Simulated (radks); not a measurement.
Values are calculated unless marked as measured or tabulated.
Q: Ionisation of Ti8+, [Ne] 3s2 3p2, to Ti9+, [Ne] 3s2 3p1, under several functionals. Dirac Kohn-Sham, spin-unpolarised, spherical densities, finite nucleus; open shells fill j = l - 1/2 first; a radial shooting solver on a logarithmic mesh with Libxc functionals. The NIST Atomic Spectra Database gives 192.1 eV (semi-empirical). Rank these functionals by the error of their Delta-SCF ionisation energy: OLYP; HCTH/407; PW91; exchange-only B88; B86b exchange with PBE correlation; AM05.

A: From best to worst: HCTH/407 192.12 eV (0.0); PW91 191.52 eV (-0.6); OLYP 191.51 eV (-0.6); B86b exchange with PBE correlation 191.41 eV (-0.7); AM05 191.24 eV (-0.9); exchange-only B88 190.19 eV (-1.9). Spin polarisation and multiplet splitting are left out, so open shells lie too high by an amount that depends on their filling.

Beside tabulated values, note that spin-unpolarised runs miss the spin-polarisation part of the exchange energy of open shells.
